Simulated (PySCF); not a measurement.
C₄H₈OS, SMILES [C@H]1(S[C@@H](C)O1)C.

Coordinates come from a B3LYP-D3(BJ)/def2-SVP optimisation. The structure was generated by enumeration; whether it is a known compound was not checked.

Calculation: PBE/def2-TZVP (PySCF).

| Item | Value |
|---|---|
| total energy | -630.26399 hartree |
| point group | C2 |
| highest occupied level | -5.30 eV |
| lowest empty level | -1.41 eV |
| orbital gap | 3.88 eV |
| dipole moment | 0.39 D |
| quadrupole, principal values (traceless, Buckingham form, about the centre of nuclear charge) | -7.13, -0.98, 8.11 D·Å |
| mean static polarisability | 72.9 bohr³ (10.80 Å³) |
| polarisability, principal values | 59.6, 70.2, 88.8 bohr³ |
